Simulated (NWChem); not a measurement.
System: C4H5NO; SMILES Cc1cnco1

All runs: NWChem. Geometry: optimised at PBE0/def2-SVP. Level: PBE0/def2-SVP with COSMO at NWChem's default radii, gas-phase geometry; rows give the dielectric constant.

For dielectric constant 11.7:

dipole in solution (D): 2.74

Problem. What are these values for dielectric constant 3.9?

Solution. dipole in solution (D): 2.61
